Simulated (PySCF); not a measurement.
O₂S₂, SMILES S(=O)(=S)=O.

Coordinates come from a B3LYP-D3(BJ)/def2-SVP optimisation.

Computed with B3LYP/def2-TZVPD (PySCF).

Symmetry labels are those of the subgroup C2v that the program uses (full group C2v).

Computed valence orbital energies around the gap with their symmetry:
```json
[
 {"orbital": "HOMO−7", "symmetry": "B1", "energy (eV)": "-14.28"},
 {"orbital": "HOMO−6", "symmetry": "B2", "energy (eV)": "-14.08"},
 {"orbital": "HOMO−5", "symmetry": "A1", "energy (eV)": "-14.00"},
 {"orbital": "HOMO−4", "symmetry": "A1", "energy (eV)": "-10.93"},
 {"orbital": "HOMO−3", "symmetry": "A2", "energy (eV)": "-10.76"},
 {"orbital": "HOMO−2", "symmetry": "B2", "energy (eV)": "-10.64"},
 {"orbital": "HOMO−1", "symmetry": "B1", "energy (eV)": "-9.04"},
 {"orbital": "HOMO", "symmetry": "B2", "energy (eV)": "-8.28"},
 {"orbital": "LUMO", "symmetry": "B1", "energy (eV)": "-3.76"},
 {"orbital": "LUMO+1", "symmetry": "A1", "energy (eV)": "-3.01"},
 {"orbital": "LUMO+2", "symmetry": "A1", "energy (eV)": "-0.12"},
 {"orbital": "LUMO+3", "symmetry": "A1", "energy (eV)": "0.35"}
]
```
